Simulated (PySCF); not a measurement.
One of the candidates below gave these computed data.

All candidates are C5H11NSi.

- 13C NMR: chemical shifts (computed TMS as zero) by class: 139.4 (1 C), 139.1 (1 C), 57.8 (1 C), 40.0 (1 C), 15.2 (1 C) ppm [GIAO PBE0/pcSseg-1]
- Triplet: lowest triplet excitation (Tamm–Dancoff): 4.43 eV [TDA CAM-B3LYP/def2-SVPD]
- NMR, other nuclei: isotropic shieldings of nuclei other than C and H, by class: 211 (1 N), 379 (1 Si) ppm [GIAO PBE0/pcSseg-1]
- Rotational structure: rotational constants A, B, C: 3.889, 1.584, 1.220 GHz [GFN2-xTB]
- Polarisability: 91.5 au [CAM-B3LYP/def2-SVPD]
- UV, first state: lowest singlet excitation: 5.59 eV (222 nm, f = 0.023) [TDDFT CAM-B3LYP/def2-SVPD]
- UV, strongest line: among the 8 lowest singlet transitions: S8 at 7.13 eV (174 nm, f = 0.082) [TDDFT CAM-B3LYP/def2-SVPD]
- Dipole: 1.07 D [CAM-B3LYP/def2-SVPD]

Gas-phase values; electronic properties from PySCF, density fitting. Levels stand in brackets. One conformer (not necessarily the lowest) at the GFN2-xTB geometry, without solvent, vibrations or thermal averaging. Each NMR value is the plain mean over a class of atoms that symmetry, rotation or inversion makes alike.

**Question.** Which candidate is it?
A. `CN[C@H]1C=CC[SiH2]1`
B. `C=C=CC[SiH2]NC`
C. `C=N[SiH2]CC(=C)C`

**Answer.** A. It is `CN[C@H]1C=CC[SiH2]1`. Numbering: `[CH3:1][NH:2][C@H:3]1[CH:4]=[CH:5][CH2:6][SiH2:7]1`. Its formula, C5H11NSi, gives 2 degrees of unsaturation: 1 ring and 1 π bond in the structure found. 5 carbons fall into 5 classes; from least to most shielded: alkene CH carbon [C4] (139.4 ppm), alkene CH carbon [C5] (139.1 ppm), ring sp3 carbon bound to nitrogen [C3] (57.8 ppm), N-methyl carbon [C1] (40.0 ppm), ring sp3 carbon bound to silicon [C6] (15.2 ppm). The other shieldings belong to: 211 ppm, secondary amine nitrogen [N2]; 379 ppm, SiH2 silicon [Si7]. The optimised geometry has point group C1 and is an asymmetric top.

The others, at the same levels:
- `C=N[SiH2]CC(=C)C` fails: its computed 13C shifts are 171.0 (1 C), 149.5 (1 C), 116.0 (1 C), 30.4 (1 C), 27.1 (1 C) ppm, rotational constant A is 5.539 GHz (against 3.889 GHz) and smallest rotational constant is 0.912 GHz (against 1.220 GHz).
- `C=C=CC[SiH2]NC` fails: its computed 13C shifts are 221.1 (1 C), 94.0 (1 C), 78.0 (1 C), 32.2 (1 C), 16.6 (1 C) ppm, rotational constant A is 3.171 GHz (against 3.889 GHz) and smallest rotational constant is 0.927 GHz (against 1.220 GHz).

Each candidate is one conformer, not necessarily the lowest. The conformers computed, where there is a choice (atom-mapped SMILES and torsion angles):
- `[CH2:1]=[N:2][SiH2:3][CH2:4][C:5](=[CH2:6])[CH3:7]`: C1–N2–Si3–C4 119°, N2–Si3–C4–C5 172°, Si3–C4–C5–C6 102°
- `[CH2:1]=[C:2]=[CH:3][CH2:4][SiH2:5][NH:6][CH3:7]`: C2–C3–C4–Si5 107°, C3–C4–Si5–N6 -49°, C4–Si5–N6–C7 -176°

The conformers of `CN[C@H]1C=CC[SiH2]1` aren't listed.
